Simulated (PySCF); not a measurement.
C5H5FO, SMILES C1[C@](C#C)(OC1)F.

Geometry: ωB97X-D3(BJ)/def2-SVP. The structure was generated by enumeration; whether it is a known compound was not checked.

Method: SMD-PBE0/def2-SVP (PySCF).

Solvation free energies are E(SMD) − E(gas) at the gas-phase geometry, for 1 M in both phases. In vacuum the dipole moment is 2.80 D.

**Question.** Rank water, toluene, dichloromethane by solvation free energy, most negative first.

**Answer.** dichloromethane (-6.3 kcal/mol), toluene (-4.0 kcal/mol), water (-3.5 kcal/mol)
